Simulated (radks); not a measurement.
Task: Successive ionisation energies (eV) of one element, from differences of total energies of ions in their ground configurations, starting at charge 0: 6.423, 13.073, 25.237, 73.477, 91.776, 110.57, 136.86. Calculated with a radial shooting solver on a logarithmic mesh with Libxc functionals: non-relativistic Kohn-Sham, PBE, spin-polarised, spherical densities, point nucleus; open shells are filled with parallel spins first. Which element is it?

Result: Scandium (Z = 21). The first species listed is Sc in [Ar] 3d1 4s2, the last Sc6+ in [Ne] 3s2 3p3.
